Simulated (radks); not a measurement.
The numbers below are computed, except where a source is named.
Polarisability of the arsenic ion As3+, [Ar] 3d10 4s2, at imaginary frequency. Code: a radial shooting solver on a logarithmic mesh with Libxc functionals. Model: non-relativistic Kohn-Sham, exchange-only LDA, spin-unpolarised, spherical densities, point nucleus. Response by self-consistent Sternheimer equations with the Hartree and adiabatic exchange-only LDA kernel.

w (hartree),alpha1(iw) (bohr^3),alpha2(iw) (bohr^5)
0.00266,6.995,15.84
0.0143,6.990,15.84
0.0360,6.963,15.82
0.0697,6.877,15.76
0.118,6.668,15.61
0.186,6.243,15.28
0.280,5.510,14.61
0.413,4.461,13.40
0.605,3.260,11.42
0.892,2.167,8.660
1.35,1.350,5.597
2.12,0.8053,3.006
3.59,0.4466,1.328
6.94,0.2015,0.4564
17.5,0.05219,0.09243

Static values: alpha1 = 6.995 bohr^3 (1.037 angstrom^3; uncoupled 12.28), alpha2 = 15.84 bohr^5, alpha3 = 66.60 bohr^7. C6 = 22.02, C8 = 314.3, triple-dipole C9 = 108.0 atomic units. One-pole (London) frequency 4 C6 / (3 alpha1^2) = 0.600 hartree, against 1.572 for minus the highest occupied eigenvalue. The dipole shielding factor is 0.909, as the force sum rule N/Z = 0.909 demands.
